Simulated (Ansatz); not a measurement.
Gas-phase electronic energies from Ansatz, PBE0-D4/def2-TZVP geometries. CBS: MP2 limit from def2 TZ/QZ plus the TZ coupled-cluster correction, frozen cores. This one scheme is used for every species. DFT in def2-TZVPP. def2 core potentials past Kr. For Ga, In outer-core shells are correlated without core-valence functions, which leaves a few kJ/mol of doubt a bond. Scalar relativity is left out up to krypton. One conformer a species, not always the lowest.

Reaction (formal exchange of groups at a Ga–In bond): `C[NH][GaH][InH2]` + CH₄ → `C[NH][GaH][CH3]` + `[InH3]`

`C[NH][GaH][InH2]`:

Z-matrix (Å, degrees):
```
C
N 1 1.441
H 1 1.097 2 112.6
H 1 1.097 2 112.6 3 -121.9
H 1 1.094 2 109.9 3 119.1
Ga 2 1.824 1 128.6 3 -118.9
H 2 1.009 1 112.9 3 61.0
In 6 2.614 2 117.7 1 -0.0
H 6 1.575 2 113.0 1 180.0
H 8 1.736 6 122.6 2 90.5
H 8 1.736 6 122.5 2 -90.5
```

CH₄:

```xyz
5

C     0.000    0.000    0.000
H    -0.404   -0.589   -0.823
H     1.052    0.212   -0.187
H    -0.098   -0.560    0.930
H    -0.551    0.937    0.080
```

`C[NH][GaH][CH3]`:

Cartesian coordinates in Å:
```
C -0.858 -0.273 1.607
N -0.509 0.884 0.820
Ga 0.360 0.951 -0.779
C 0.934 -0.728 -1.617
H -1.942 -0.371 1.753
H -0.392 -0.261 2.601
H -0.519 -1.182 1.106
H -0.802 1.750 1.245
H 0.568 2.394 -1.350
H 0.704 -1.598 -1.000
H 0.444 -0.854 -2.585
H 2.011 -0.711 -1.801
```

`[InH3]`:

Z-matrix (Å, degrees):
```
In
H 1 1.724
H 1 1.724 2 120.0
H 1 1.724 2 120.0 3 -180.0
```

CCSD(T)/CBS gives +79.0 kJ/mol.

**Question.** Another level gave +79.9 kJ/mol. Which?
A. BLYP/def2-TZVPP
B. PBE0-D4/def2-TZVPP
C. B97M-V/def2-TZVPP
D. CCSD(T)/def2-TZVPP

**Answer.** B. PBE0-D4 79.9, CCSD(T)/def2-TZVPP 74.6, B97M-V 70.0, BLYP 84.3 kJ/mol.

**Question.** What do rigid-rotor, harmonic-oscillator terms from PBE0-D4/def2-TZVP frequencies (298.15 K, 1 bar) make of the CCSD(T)/CBS value? (Estimate.)

**Answer.** Ansatz gave: ΔZPE = -10.5 kJ/mol, ΔH = +66.7 kJ/mol, ΔS = 8 J/(mol·K), ΔG = +64.2 kJ/mol. Modes under 50 cm⁻¹ make the entropy rough.

Largest T1 diagnostic among the species: 0.015.

Leaving LDA and LC-ωPBE aside and taking each functional with its dispersion term where it has one, the values, not all of them listed here, spread over 13.3 kJ/mol, from B97M-V to BLYP-D4. LDA lies −7.3 kJ/mol from PBE without D4. From BLYP to BHLYP (50 % exact exchange), in def2-TZVPP and without D4, ΔE moves by −6.0 kJ/mol.

CCSD(T)/CBS has its own doubt, a few kJ/mol and more with outer-core shells, so smaller differences from it don't rank the levels.
